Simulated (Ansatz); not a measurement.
Harmonic frequencies (cm⁻¹) at PBE0-D4/def2-TZVP from Ansatz: 65, 111, 157, 176, 189, 308, 518, 550, 581, 612, 642, 766, 776, 827, 1231, 1449, 1452, 1563, 1956, 3072, 3169, 3174, 3588, 3691.

Each molecule was computed in one conformer, which needn't be the lowest.

Problem. Which molecule is it?
A. `[CH3][SnH]([NH2])[F]`
B. `C#[C][SnH]([CH3])[Cl]`
C. `C=[CH][SnH3]`
D. `[F][SnH]([F])[O][SiH3]`

Solution. A.
